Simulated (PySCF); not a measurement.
Species: C₄H₇GeN.
Bonds: N1–C2 (triple), C2–Ge3, Ge3–C4, C4–C5, C5–C6, Ge3–C6. Hydrogens: H7 on Ge3; H8, H9 on C4; H10, H11 on C5; H12, H13 on C6.

Method: core-valence-separated Tamm–Dancoff BHandHLYP/aug-pcX-1 (pcseg-1 on H, def2-SVPD on Ge) in PySCF, non-relativistic, gas phase, PBE0-D3(BJ)/def2-SVP geometry. Absolute energies from this functional tend to lie a few eV below measured edges; no shift was applied.

(1) Give energies, oscillator strengths and core holes at the N K edge.

(2) Give energies, oscillator strengths and core holes at the C K edge.

Results:

(1) 
```json
{"E (eV)": "396.78", "f": "0.0614", "core hole on": "N1", "main final orbital": "LUMO (41 %)", "polarisation": "across the triple bond"}
{"E (eV)": "396.88", "f": "0.0629", "core hole on": "N1", "main final orbital": "LUMO+4 (32 %)", "polarisation": "across the triple bond"}
{"E (eV)": "401.12", "f": "0.0001", "core hole on": "N1", "main final orbital": "LUMO+3 (35 %)", "polarisation": "–"}
{"E (eV)": "401.77", "f": "0.0011", "core hole on": "N1", "main final orbital": "LUMO (52 %)", "polarisation": "across the triple bond"}
{"E (eV)": "401.98", "f": "0.0001", "core hole on": "N1", "main final orbital": "LUMO+2 (37 %)", "polarisation": "–"}
{"E (eV)": "402.14", "f": "0.0061", "core hole on": "N1", "main final orbital": "spread", "polarisation": "along the triple bond"}
{"E (eV)": "402.35", "f": "0.0031", "core hole on": "N1", "main final orbital": "spread", "polarisation": "along the triple bond"}
```

The first line with a tenth or more of the strongest one's intensity is at 396.78 eV (f = 0.061), with the hole on N1 (cyano nitrogen), polarised across the triple bond: a 1s→π* resonance. The strongest listed is at 396.88 eV (f = 0.063; N1).

(2) 
| E (eV) | f | core hole on | main final orbital | polarisation |
| --- | --- | --- | --- | --- |
| 283.21 | 0.0505 | C2 | LUMO (38 %) | across the triple bond |
| 283.27 | 0.0548 | C2 | LUMO+4 (31 %) | across the triple bond |
| 284.56 | 0.0670 | C4/C6 | LUMO (2 roots, f summed) | – |
| 285.69 | 0.0321 | C4/C6 | LUMO+1 (2 roots, f summed) | – |
| 285.82 | 0.0105 | C5 | LUMO (88 %) | – |
| 285.88 | 0.0115 | C5 | LUMO+1 (68 %) | – |
| 286.09 | 0.0388 | C4/C6 | LUMO+3 (2 roots, f summed) | – |
| 286.22 | 0.0205 | C4/C6 | LUMO+2 (2 roots, f summed) | – |
| 286.28 | 0.0138 | C2 | spread | along the triple bond |
| 286.30 | 0.0277 | C5 | LUMO+3 (34 %) | – |
| 286.80 | 0.0149 | C2 | LUMO (58 %) | across the triple bond |
| 286.89 | 0.0100 | C4/C6 | spread (2 roots, f summed) | – |
| 286.94 | 0.0031 | C5 | LUMO+2 (66 %) | – |

The first line with a tenth or more of the strongest one's intensity is at 283.21 eV (f = 0.050), with the hole on C2 (cyano carbon), polarised across the triple bond: a 1s→π* resonance. The strongest listed is at 284.56 eV (f = 0.067, sum of 2; C4/C6).

Roots within 0.03 eV whose holes lie on the same, on equivalent or on shared atoms are summed into one line, and the highest roots are left out, as the search may have cut off their partners. Final orbitals are the ground state's empty Kohn–Sham orbitals. A dash: too weak, shared between unlike atoms, or no plane or axis to refer to.

Problem. What length of transition dipole belongs to the line at 396.78 eV?

Solution. From f = (2/3) ΔE |μ|² in atomic units, with ΔE = 14.581 Eh and f = 0.0614: |μ| = 0.079 au = 0.20 D.

The list ends where the root search ended, not at a threshold. The BHandHLYP/aug-pcX-1 (pcseg-1 on H, def2-SVPD on Ge) calculation is non-relativistic and has no spin–orbit coupling, an omission that weighs most on germanium.

One conformer stands for the species.
